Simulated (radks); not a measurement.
Q: Cr V, 20 electrons, occupied as [Ar] 3d2 (the NIST ground configuration). All-electron calculation, scalar-relativistic Kohn-Sham, PBE, spin-polarised, spherical densities, finite nucleus; open shells are filled with parallel spins first; Fermi nuclear charge, rms radius 3.6452 fm. Program: a radial shooting solver on a logarithmic mesh with Libxc functionals. Some entries of the table are withheld. Estimate them.

| orbital | occ. | eigenvalue (hartree) | <1/r> (bohr^-1) | r(max) (bohr) |
|---|---|---|---|---|
| 1s down | 1 | -218.3661 | 23.88 | 0.04161 |
| 1s up | 1 | -218.3657 | 23.88 | 0.04161 |
| 2s up | 1 | -26.84674 | 5.049 | 0.2436 |
| 2s down | 1 | -26.80823 | 5.054 | 0.2434 |
| 2p up | 3 | -22.92514 | 4.948 | 0.1979 |
| 2p down | 3 | -22.89570 | 4.954 | 0.1977 |
| 3s up | 1 | -4.92120 | 1.614 | 0.7678 |
| 3s down | 1 | -4.82541 | 1.609 | 0.7684 |
| 3p up | 3 | -3.84318 | 1.495 | 0.7828 |
| 3p down | 3 | -3.74933 | 1.489 | 0.7838 |
| 3d up | 2 | -2.17093 | 1.241 | (1) |
| 3d down | 0 | -2.08017 | 1.230 | (2) |
| 4s up | 0 | -1.51213 | 0.6083 | (3) |
| 4s down | 0 | -1.46584 | 0.6050 | (4) |
| 4p up | 0 | -1.23972 | (5) | 2.254 |

A: 
(1) 3d up r(max) (bohr): 0.7638
(2) 3d down r(max) (bohr): 0.7679
(3) 4s up r(max) (bohr): 2.041
(4) 4s down r(max) (bohr): 2.046
(5) 4p up <1/r> (bohr^-1): 0.5475
